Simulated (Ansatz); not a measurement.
System: As2, net charge -1, doublet state. SMILES of the parent species: [As]#[As]
Structure (B3LYP-D3(BJ)/def2-TZVP (Ansatz, a quantum-chemistry and plane-wave program) minimum search):
```xyz
2

As     0.0000     0.0000    -1.1026
As     0.0000     0.0000     1.1026
```
Charge -1, spin multiplicity 2.

Parts of the frozen-core correlation energy in cc-pVDZ (Ansatz, hartree). Frozen orbitals: 28; correlated occupied orbitals by spin: 6 and 5; virtual: 20 and 21. Open shells are spin-unrestricted. No spin-orbit coupling. Non-relativistic.

| term | value |
|---|---|
| reference (HF) | -4468.36112 |
| MP2 opposite-spin | -0.12400 |
| MP2 same-spin | -0.04654 |
| CCSD correlation | -0.20688 |
| (T) | -0.01066 |
| CCSDT minus CCSD(T) | -0.00218 |
| T1 diagnostic | 0.086 |
| largest doubles amplitude | 0.192 |
| <S^2> of the reference | 1.324 |
